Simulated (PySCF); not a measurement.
## TDDFT excited states: C4H10AsB

Species: C4H10AsB.
SMILES: `C=CC[AsH]BC`

Computed with PySCF 2.14.0, density-fitted response routines, TDDFT PBE0/def2-SVPD, vertical, gas phase, core orbitals frozen in the response. The structure is a single PBE0-D3(BJ)/def2-SVP conformer in the gas phase; no vibrational or solvent corrections. Relativistic effects, spin–orbit coupling among them, are left out although an element past zinc is present. Torsions of this conformer, `[CH2:1]=[CH:2][CH2:3][AsH:4][BH:5][CH3:6]`: C1–C2–C3–As4 -113°, C2–C3–As4–B5 172°, C3–As4–B5–C6 39°.

```
state  E (eV)  E (hartree)       f  main configurations (H = HOMO, L = LUMO)
   S1    4.29       0.1577   0.060                                 H→L (87%)
   S2    4.83       0.1776   0.078                     H-1→L (88%), H→L (8%)
   S3    5.65       0.2077   0.012                               H→L+1 (90%)
   S4    5.95       0.2187   0.029                               H→L+2 (92%)
   S5    6.11       0.2245   0.036                               H-2→L (81%)
   S6    6.20       0.2278  0.0022                               H-3→L (83%)
   S7    6.38       0.2345   0.036              H-1→L+2 (46%), H-1→L+1 (43%)
   S8    6.59       0.2422   0.057                               H→L+3 (87%)
   S9    6.84       0.2514   0.535              H-1→L+1 (48%), H-1→L+2 (42%)
  S10    7.01       0.2576   0.055                               H→L+4 (83%)
```

Triplets (Tamm–Dancoff): T1 3.26 eV, H→L (95%); T2 4.12 eV, H-1→L+1 (56%), H-1→L (24%), H-1→L+2 (8%); T3 4.57 eV, H-1→L (57%), H-1→L+1 (18%), H-2→L (13%); T4 5.12 eV, H→L+1 (66%), H→L+2 (18%).

The lowest singlet lies at 4.29 eV (289 nm, ultraviolet) and is of moderate strength; its leading configuration is HOMO→LUMO (87%). The strongest level in the table is S9 at 6.84 eV (181 nm, f = 0.535). Löwdin shares by element: HOMO arsenic 58%, boron 16%, carbon 10% or more, hydrogen 5% or more; LUMO boron 46%, arsenic 18%, carbon 12% or more, hydrogen 7% or more (atoms not listed hold the other 16%). The oscillator strengths of these states sum to 0.900; summed over the whole spectrum of an exact calculation they would give the number of electrons, 72 (Thomas–Reiche–Kuhn). Weighted by f, the mean energy of these states is 6.40 eV. Orbital energies (eV): HOMO-3 -9.29, HOMO-2 -8.84, HOMO-1 -7.21, HOMO -6.77, LUMO -1.41, LUMO+1 0.02, LUMO+2 0.28. No computed singlet lies in the visible range (380 to 750 nm); the lowest, at 289 nm, stands 1.03 eV above its violet end (3.26 eV); a Tamm–Dancoff triplet lies at 381 nm, without intensity as long as spin–orbit coupling is left out. Only the lowest 10 singlets were computed, as vertical energies without vibronic structure.
